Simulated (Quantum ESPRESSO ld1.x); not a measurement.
Q: Radial electron density D(r) = 4 pi r^2 rho(r) of an atom or ion with 58 electrons. All-electron calculation, Dirac Kohn-Sham, LDA (Slater exchange, Gunnarsson-Lundqvist correlation), spin-unpolarised, spherical densities, point nucleus. Program: ld1.x of Quantum ESPRESSO 7.5.

```
   r/bohr * D(r) (the largest magnitude, 109, reaches the edge; | marks zero)
 0.001463 |  *
 0.001967 |     *
 0.002645 |        *
 0.003556 |            *
 0.004781 |                  *
 0.006377 |                         *
 0.008573 |                                 *
  0.01153 |                                       *
   0.0155 |                                          *
  0.02083 |                                        *
  0.02801 |                                     *
  0.03766 |                                      *
  0.05063 |                                               *
  0.06808 |                                                      *
  0.09153 |                                                 *
   0.1231 |                                        *
   0.1654 |                                             *
   0.2207 |                                             *
   0.2967 |                           *
   0.3989 |                  *
   0.5363 |                      *
    0.721 |               *
   0.9693 |       *
    1.303 |    *
    1.752 |  *
    2.356 |*
    3.167 *
    4.258 *
    5.725 *
```

What is the nuclear charge?

A: Z = 62. The innermost maximum, from 1s, lies near gamma/Z bohr with gamma = sqrt(1 - (Z/c)^2) = 0.892, here 0.0144 bohr (found: 0.0159), and its height grows with Z. The density is that of the samarium ion Sm4+ in [Xe] 4f3.5 6s0.5; the configuration itself is not fixed sharply by these data, and Z only to a few units. D(r) has 4 maxima, at r = 0.0159, 0.0703, 0.196, 0.536 bohr, and minima at 0.0306, 0.129, 0.389 bohr, inside which lie 2.01, 11.20, 29.17 electrons.
